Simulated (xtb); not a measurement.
C5H5 (SMILES [C]1=CCC=C1), doublet, at a GFN2-xTB geometry; GFN1-xTB (xtb).

The xtb input:
```
$ xtb mol.xyz --gfn 1 --uhf 1 --acc 1000 --json

# file mol.xyz
10

C      0.63271514     1.00377510    -0.40823242
C     -0.64793927     1.06040529    -0.07785499
C     -1.05254388    -0.32906073     0.36072405
C      0.21826404    -1.11001148     0.20499239
C      1.19566152    -0.31001763    -0.24738771
H     -1.32339526     1.89236723    -0.09407463
H     -1.40643665    -0.32920901     1.39341395
H     -1.85258904    -0.72383046    -0.26838099
H      0.29005654    -2.15803073     0.43458780
H      2.21541917    -0.57184028    -0.45899413
```

What the program printed (banner, timings and long lists left out):

```
   ID    Z sym.   atoms
    1    6 C      1-5
    2    1 H      6-10

           -------------------------------------------------
          |                Calculation Setup                |
           -------------------------------------------------

           -------------------------------------------------
          |                 G F N 1 - x T B                 |
           -------------------------------------------------

          ...................................................
          :                      SETUP                      :
          :.................................................:
          :  # basis functions                  30          :
          :  # atomic orbitals                  30          :
          :  # shells                           20          :
          :  # electrons                        25          :
          :  # halogen bonds                     0          :
          :  max. iterations                   250          :
          :  Hamiltonian                  GFN1-xTB          :
          :  restarted?                      false          :
          :  GBSA solvation                  false          :
          :  PC potential                    false          :
          :  electronic temp.          300.0000000     K    :
          :  accuracy                 1000.0000000          :
          :  -> integral cutoff          0.2000000E+02      :
          :  -> integral neglect         0.1000000E-04      :
          :  -> SCF convergence          0.1000000E-02 Eh   :
          :  -> wf. convergence          0.2000000E-01 e    :
          :  Broyden damping             0.4000000          :
          :  net charge                          0          :
          :  unpaired electrons                  1          :
          ...................................................

 iter      E             dE          RMSdq      gap      omega  full diag
   1    -13.3327336 -0.133327E+02  0.934E+00    2.50       0.0  T
   2    -13.3441707 -0.114371E-01  0.561E+00    2.53       1.0  T
   3    -13.3444284 -0.257682E-03  0.399E-01    2.55       1.0  T
   4    -13.3450778 -0.649453E-03  0.882E-02    2.55       1.0  T
   5    -13.3451375 -0.596221E-04  0.656E-03    2.54       4.8  T

   *** convergence criteria satisfied after 5 iterations ***

         :::::::::::::::::::::::::::::::::::::::::::::::::::::
         ::                     SUMMARY                     ::
         :::::::::::::::::::::::::::::::::::::::::::::::::::::
         :: total energy             -13.113715867210 Eh    ::
         :: gradient norm              0.007973939703 Eh/a0 ::
         :: HOMO-LUMO gap              2.544842217963 eV    ::
         ::.................................................::
         :: SCC energy               -13.345137454292 Eh    ::
         :: -> electrostatic           0.001388713537 Eh    ::
         :: repulsion energy           0.234677482625 Eh    ::
         :: dispersion energy         -0.003255895543 Eh    ::
         :: halogen bond corr.         0.000000000000 Eh    ::
         :: add. restraining           0.000000000000 Eh    ::
         :: total charge               0.000000000000 e     ::
         :::::::::::::::::::::::::::::::::::::::::::::::::::::

           -------------------------------------------------
          |                Property Printout                |
           -------------------------------------------------

    * Orbital Energies and Occupations

         #    Occupation            Energy/Eh            Energy/eV
      -------------------------------------------------------------
         1        2.0000           -0.6695819             -18.2203
         2        2.0000           -0.6356975             -17.2982
         3        2.0000           -0.6258273             -17.0296
         4        2.0000           -0.5887769             -16.0214
         5        2.0000           -0.5759859             -15.6734
         6        2.0000           -0.5500039             -14.9664
         7        2.0000           -0.5460869             -14.8598
         8        2.0000           -0.4980357             -13.5522
         9        2.0000           -0.4923479             -13.3975
        10        2.0000           -0.4850070             -13.1977
        11        2.0000           -0.4627033             -12.5908
        12        2.0000           -0.4089891             -11.1292
        13        1.0000           -0.3635969              -9.8940 (HOMO)
        14                         -0.2700757              -7.3491 (LUMO)
        15                         -0.1735809              -4.7234
        16                         -0.1208269              -3.2879
        17                         -0.0962036              -2.6178
        18                         -0.0830630              -2.2603
        19                         -0.0810673              -2.2060
        20                         -0.0727869              -1.9806
        21                          0.0867094               2.3595
        22                          0.1329284               3.6172
        23                          0.2141057               5.8261
        24                          0.2764291               7.5220
       ...                                ...                  ...
        30                          0.7026967              19.1213
      -------------------------------------------------------------
                  HL-Gap            0.0935212 Eh            2.5448 eV
             Fermi-level           -0.3515646 Eh           -9.5666 eV

  Mulliken/CM5 charges         n(s)   n(p)   n(d)
     1C    -0.05906 -0.06616   1.228  2.831  0.000
     2C    -0.04736 -0.10444   1.065  2.983  0.000
     3C    -0.02448 -0.12489   1.028  2.997  0.000
     4C    -0.04704 -0.10682   1.065  2.982  0.000
     5C    -0.02127 -0.07518   1.060  2.961  0.000
     6H     0.03217  0.08828   0.968  0.000  0.000
     7H     0.05236  0.10745   0.948  0.000  0.000
     8H     0.05236  0.10745   0.948  0.000  0.000
     9H     0.03224  0.08806   0.968  0.000  0.000
    10H     0.03007  0.08625   0.970  0.000  0.000

Wiberg/Mayer (AO) data.
largest (>0.10) Wiberg bond orders for each atom

 ---------------------------------------------------------------------------
     #   Z sym  total        # sym  WBO       # sym  WBO       # sym  WBO
 ---------------------------------------------------------------------------
     1   6 C    3.221 --     2 C    1.874     5 C    1.157
     2   6 C    3.988 --     1 C    1.874     6 H    0.973     3 C    0.970
                             4 C    0.131
     3   6 C    3.994 --     4 C    1.031     2 C    0.970     7 H    0.942
                             8 H    0.942
     4   6 C    3.991 --     5 C    1.795     3 C    1.031     9 H    0.972
                             2 C    0.131
     5   6 C    3.993 --     4 C    1.795     1 C    1.157    10 H    0.974
     6   1 H    1.008 --     2 C    0.973
     7   1 H    1.004 --     3 C    0.942
     8   1 H    1.004 --     3 C    0.942
     9   1 H    1.001 --     4 C    0.972
    10   1 H    1.009 --     5 C    0.974
 ---------------------------------------------------------------------------

Topologies differ in total number of bonds
Writing topology from bond orders to xtbtopo.mol

 dipole moment from electron density (au)
     X       Y       Z
  -0.4554  -0.3954   0.2162  total (Debye):    1.628

           -------------------------------------------------
          | TOTAL ENERGY              -13.113715867210 Eh   |
          | GRADIENT NORM               0.007973939703 Eh/α |
          | HOMO-LUMO GAP               2.544842217963 eV   |
           -------------------------------------------------

normal termination of xtb
```
